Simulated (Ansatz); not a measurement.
Consider the ligand exchange at the Na–Cl bond: `[Na][Cl]` + HBr → `[Na][Br]` + HCl.

Computed with Ansatz on PBE0-D4/def2-TZVP structures; ΔE is electronic, products minus reactants. CCSD(T)/CBS adds triple-zeta CCSD(T) − MP2 to the extrapolated MP2 energy (def2 sets, frozen cores). This one scheme is used for every species. For Br, Na outer-core shells are correlated without core-valence functions, which leaves a few kJ/mol of doubt a bond. Scalar relativity is left out up to krypton.

| species | CCSD(T)/CBS(def2) energy (Eh) |
| --- | --- |
| `[Na][Cl]` | -621.93905 |
| HBr | -2573.91920 |
| `[Na][Br]` | -2735.48480 |
| HCl | -460.38127 |

Task: Work out ΔE.

Result: ΔE = (-2735.48480) + (-460.38127) − (-621.93905) − (-2573.91920) = -0.00782 Eh = -4.9 kcal/mol.

Largest T1 diagnostic among the species: 0.007.

In def2-TZVPP, CCSD(T) changes the Hartree–Fock value by +1.3 kcal/mol (the triples alone add +0.1 kcal/mol) and MP2 by +1.3 kcal/mol. Leaving LDA and LC-ωPBE aside and taking each functional with its dispersion term where it has one, the values, not all of them listed here, spread over 1.9 kcal/mol, from PBE-QIDH to B97M-V.
